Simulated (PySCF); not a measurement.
Job for PySCF: R-B3LYP/6-31G* on CH6BN (SMILES BNC), a point of a bond scan (R = 2.744 Å).

```python
from pyscf import gto, scf, dft, mp
from pyscf.data.elements import chemcore

mol = gto.M(
    atom='''
    B    -0.17377685    0.16935935    1.35984899
    H    -2.18133010    0.96558883    3.05271551
    H     0.90496525   -0.15002550    1.76046960
    N    -0.42136335    0.13750334   -0.00246435
    C     0.50465876   -0.25211116   -1.05318898
    H    -1.33200836    0.40682345   -0.34423305
    H     0.67789059    0.56736518   -1.75577805
    H     0.12956168   -1.11043727   -1.61689155
    H     1.45669201   -0.52592512   -0.60230554
    ''',
    basis='6-31g*',
    cart=True,
    charge=0, spin=0, verbose=3, max_memory=1800)
mf = dft.RKS(mol, xc='b3lyp')
mf.conv_tol = 1e-8
mf.max_cycle = 100
mf.kernel()
if not mf.converged:
    mf = mf.newton().run(mf.mo_coeff, mf.mo_occ)
```

Output:

```
converged SCF energy = -121.176528056343
```

The run converged.

Cost: very roughly 8 core-seconds.
